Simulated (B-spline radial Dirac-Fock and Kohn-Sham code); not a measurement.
## Photoelectron lines of Te⁴⁺ at 186 eV

System: the Te⁴⁺ ion, configuration [Kr] 4d10 5s2.

These are calculated numbers from a radial atomic solver; the model is independent-particle photoionisation in a Dirac-Hartree-Slater potential with a Latter tail, all multipoles, thresholds from Dirac-Fock ΔSCF. The asymmetry parameter β is from the dipole term alone. Kinetic energies are from the vacuum level.

The last column is dσ/dΩ = σ/(4π) · [1 − (β/2) P₂(cos θ)] at θ = 0° from the beam of unpolarised light.

```
subshell  electrons  binding (eV)  kinetic (eV)  σ (kb)      β  dσ/dΩ (kb/sr)
   4p1/2          2         183.9          2.11     123  -0.64           12.9
   4p3/2          4         174.1         11.90     340  -0.52           34.1
   4d3/2          4         94.56         91.44     234  -0.57           23.9
   4d5/2          6         93.09         92.91       ?      ?              ?
      5s          2         56.21         129.8    55.1   1.97            ≈ 0
```

**Question.** What are σ and β for 4d5/2?

**Answer.** σ = 377 kb, the largest of all subshells and 33 % of the total, and β = -0.43, which gives dσ/dΩ = 36.4 kb/sr.

At such low photon energies correlation between channels can change these cross sections by tens of per cent.

Run: 5.4 s of CPU time on 1 thread of AMD EPYC 7R43 64-Core Processor (shared host), peak memory 0.37 GiB.
